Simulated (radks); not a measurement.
Initial-state core-level shifts of the zinc ion Zn3+ when its valence configuration changes from [Ar] 3d9. Calculated with a radial shooting solver on a logarithmic mesh with Libxc functionals: scalar-relativistic Kohn-Sham, PBE, spin-polarised, spherical densities, finite nucleus; open shells are filled with parallel spins first; Fermi nuclear charge, rms radius 3.9283 fm. Shifts are changes of the shell-averaged eigenvalues in eV (positive: less bound); the change of the density at the nucleus, which sets a Mossbauer isomer shift, is in e/bohr^3, on a base of 2.533e+04.

valence           1s       2s       2p       3p  density at nucleus
3d8 4p1      -11.288  -12.360  -12.263  -10.311              +4.072
3d6 4s2 4p1  -34.026  -37.771  -37.488  -29.646             +63.465
3d7 4p2      -23.364  -25.704  -25.502  -20.941              +9.100
3d8.5 4p0.5   -5.539   -6.048   -6.001   -5.106              +1.912
3d6 4s1 4p2  -34.936  -38.728  -38.429  -30.548             +40.116
3d8 4s1       -9.863  -10.979  -10.887   -8.887             +24.401
3d8.5 4s0.5   -4.807   -5.342   -5.297   -4.374             +11.555
